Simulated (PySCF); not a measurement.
Gas-phase reaction: 2 GaCl₂NH₂ + Cl₂ ⇌ 2 GaCl₃ + N₂ + 4 H

Method: PySCF energies plus ideal-gas RRHO corrections (1 bar). † marks an energy on the PBE0/def2-TZVP geometry and frequencies; other levels use their own. CCSD(T) freezes the core. 6-31G* has spherical d functions here. Open shells (unrestricted): H (multiplicity 2); the rest are closed-shell singlets. B3LYP is the form with VWN-RPA correlation. Ga: all electrons, no relativistic terms. GaCl₂NH₂: computed as isolated molecules; such fragments, hydroxides, amides, oligomers or adducts are transient or little studied in the gas. CCSD(T) isn't extrapolated to the basis-set limit; its ΔH°(298 K) is 541.4 kJ in def2-SVP and 640.0 kJ in def2-TZVPP. The harmonic model lacks anharmonicity and excited electronic states, which grow with temperature; levels with a mode under 35 cm⁻¹ are left out. Soft modes under 120 cm⁻¹ make the harmonic entropy rough for GaCl₂NH₂. Warning, point group unlike the PBE0 one: GaCl₂NH₂ (B3LYP/6-31G*).

ΔH° and ΔS° at 298 K: B3LYP/6-31G* 628 kJ, 395 J/K; CCSD(T)/def2-TZVPP† 640 kJ, 382 J/K; PBE/def2-TZVP† 648 kJ, 382 J/K; PBE0/def2-SVP† 619 kJ, 382 J/K.

Question: With the heat capacities included, give log10 K (1 bar) at 500, 600, 1200, 1400, 2000 K from B3LYP/6-31G*, CCSD(T)/def2-TZVPP†, PBE/def2-TZVP†, PBE0/def2-SVP†.

Answer: 
```json
[
 {"T (K)": "500", "B3LYP/6-31G*": "-44.7", "CCSD(T)/def2-TZVPP†": "-46.7", "PBE/def2-TZVP†": "-47.5", "PBE0/def2-SVP†": "-44.5"},
 {"T (K)": "600", "B3LYP/6-31G*": "-33.6", "CCSD(T)/def2-TZVPP†": "-35.3", "PBE/def2-TZVP†": "-36.0", "PBE0/def2-SVP†": "-33.5"},
 {"T (K)": "1200", "B3LYP/6-31G*": "-5.6", "CCSD(T)/def2-TZVPP†": "-6.8", "PBE/def2-TZVP†": "-7.1", "PBE0/def2-SVP†": "-5.9"},
 {"T (K)": "1400", "B3LYP/6-31G*": "-1.5", "CCSD(T)/def2-TZVPP†": "-2.7", "PBE/def2-TZVP†": "-2.9", "PBE0/def2-SVP†": "-1.9"},
 {"T (K)": "2000", "B3LYP/6-31G*": "5.8", "CCSD(T)/def2-TZVPP†": "4.8", "PBE/def2-TZVP†": "4.6", "PBE0/def2-SVP†": "5.3"}
]
```
